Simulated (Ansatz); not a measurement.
Species: H3InS3, SMILES `[SH][In]([SH])[SH]` (charge 0, multiplicity 1).

Question: Give a relaxed geometry from B3LYP-D3(BJ)/def2-TZVP run with Ansatz (an electronic-structure program).

Answer: Several could match; the one computed here: the end point of this relaxation, one of several conformers (outside a Z-matrix the atoms follow the SMILES, hydrogens last).
Z-matrix (Å, degrees):
```
In
S 1 2.3986
H 2 1.3443 1 93.47
S 1 2.3986 2 120.06 3 -0.03
H 4 1.3443 1 93.45 2 179.98
S 1 2.3987 2 119.97 3 179.94
H 6 1.3443 1 93.46 2 0.06
```
